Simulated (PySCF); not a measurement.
Run record: EPR job, `CC1=C[C@@H](CF)[CH]C1` [radical].

Method: UKS B3LYP, pcH-1 on C F H, non-relativistic, mean-field spin-orbit, GIAO (PySCF 2.14.0). Geometry: GFN2-xTB. The input is one job of a driver script: a line of settings, then coordinates in Å.

Command:
```bash
OMP_NUM_THREADS=1 python probes_run.py task.json out
```

Input:
```
{"job": {"kind": "epr", "basis": "pcH-1"}, "charge": 0, "multiplicity": 2}
C     -2.465900     0.696506    -0.214764
C     -1.052225     0.234585    -0.280794
C      0.050849     0.956545    -0.131206
C      1.299562     0.129043    -0.266227
C      2.178745     0.169562     0.998142
F      2.776891     1.397961     1.133914
C      0.757502    -1.224123    -0.538199
C     -0.722116    -1.209318    -0.556405
H     -3.005477     0.155235     0.562163
H     -2.515340     1.760563    -0.000045
H     -2.970394     0.505879    -1.161872
H      0.101757     2.010918     0.074462
H      1.934757     0.503293    -1.086147
H      1.579360     0.004994     1.898428
H      2.983811    -0.569837     0.937327
H      1.359162    -2.102663    -0.662610
H     -1.164332    -1.876988     0.196869
H     -1.135373    -1.535836    -1.521355
```

Problem. Estimate the output.

Solution. 
```
UKS, coarse grid
  cycle   1  E = -372.47918011  |g| = 4.36e-01
  cycle   2  E = -372.43660153  |g| = 5.84e-01
  cycle   3  E = -372.55775483  |g| = 5.78e-02
  cycle   4  E = -372.55859860  |g| = 3.36e-02
  cycle   5  E = -372.55907288  |g| = 6.20e-03
  cycle   6  E = -372.55908820  |g| = 3.55e-03
  cycle   7  E = -372.55909460  |g| = 1.46e-03
  cycle   8  E = -372.55909510  |g| = 7.79e-04
UKS, final grid
  cycle   1  E = -372.55915318  |g| = 1.29e-03
  cycle   2  E = -372.55915128  |g| = 2.35e-03
  cycle   3  E = -372.55915396  |g| = 1.95e-04
  cycle   4  E = -372.55915398  |g| = 2.01e-05
  cycle   5  E = -372.55915398  |g| = 1.66e-05
E = -372.55915398 Eh   <S^2> = 0.7540 (exact 0.7500)
g shifts (ppm)      1          2          3
  rmc          -143       -143       -143
  gc             10         29         26
  oz_so         -74        530        722
  total        -206        416        605
hyperfine (MHz)  atom isotope    a_iso     a_fc   dipolar eigenvalues
    0   13C      -0.80      -0.80     -0.32     -0.13      0.44
    1   13C       0.20       0.20     -1.07     -0.95      2.03
    2   13C       0.44       0.44     -1.31     -0.88      2.19
    3   13C     -33.11     -33.11     -1.99      0.03      1.97
    4   13C      80.56      80.56     -3.82     -3.46      7.27
    5   19F       9.71       9.71    -16.95    -13.52     30.47
    6   13C      89.33      89.33    -80.79    -80.60    161.39
    7   13C     -34.17     -34.17     -2.33      0.57      1.76
    8    1H       0.53       0.53     -1.05     -0.94      1.98
    9    1H      -0.22      -0.22     -0.76     -0.76      1.52
   10    1H       0.35       0.35     -1.04     -0.93      1.98
   11    1H      -1.50      -1.50     -1.68     -1.55      3.23
   12    1H     114.58     114.58     -5.10     -3.63      8.73
   13    1H      -3.58      -3.58     -4.50     -1.94      6.44
   14    1H      -3.19      -3.19     -4.09     -2.28      6.37
   15    1H     -63.13     -63.13    -38.67      0.01     38.66
   16    1H     112.33     112.33     -4.99     -3.67      8.66
   17    1H     116.40     116.40     -5.07     -3.87      8.93
```

rmc, gc and oz_so are the mass-correction, gauge-correction and orbital-Zeeman/spin–orbit parts of the g shift along its three principal axes; a_iso is the isotropic hyperfine coupling and a_fc its Fermi-contact part. Atoms in this output count from 0.

Problem. Get g_iso from the total shifts.

Solution. Their mean is 272 ppm; added to g_e = 2.002319 it gives 2.00259.

Problem. How far is ⟨S²⟩ from the pure-spin value?

Solution. S = 0.5 gives S(S+1) = 0.75; the run has 0.7540, 0.0040 more.

In short: ⟨S²⟩ 0.754; g_iso 2.0026.

One conformer (not necessarily the lowest) at the GFN2-xTB geometry, without solvent, vibrations or thermal averaging.

Time: 93 s of wall time (grids of density and orbitals included); peak memory 0.96 GiB. Hardware: one thread, Arm Neoverse V1 (aarch64), no GPU (shared host).
Labels such as C1 count atoms from 1, the log's own numbers from 0.
